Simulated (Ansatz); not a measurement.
Al2Te2. Total charge 0; singlet. Geometry B3LYP-D4/def2-SVP, basis def2-TZVP, Ansatz.

```xyz
4

Al    1.145    0.395    1.809
Al    0.146    0.105   -2.170
Te   -0.144   -1.562    0.154
Te   -1.147    1.061    0.207
```

```
run  HOMO (eV)  LUMO (eV)
  A      -5.43      -3.19
  B      -5.27      -3.21
  C      -5.40      -3.40
  D      -5.89      -2.62
  E      -6.08      -2.50
```

In the def2 sets Te takes a core potential; there is no spin–orbit coupling. B3LYP takes the VWN-RPA correlation. Another isomer (singlet) lies 0.66 eV lower at PBE0-D4/def2-TZVP; other spin states weren't run for this one.

Problem. The runs used B3LYP, LDA (SPW92), PBE, PBE0, r2SCAN. Estimate which is which.

Solution. A r2SCAN (0 % exact exchange); B PBE (0 % exact exchange); C LDA (SPW92) (0 % exact exchange); D B3LYP (20 % exact exchange); E PBE0 (25 % exact exchange). Exact exchange lowers occupied and raises empty levels; among semilocal functionals meta-GGAs tend to open the gap a little, and such runs are hard to tell apart. The gap grows from 1.99 eV (LDA (SPW92)) to 3.58 eV (PBE0).
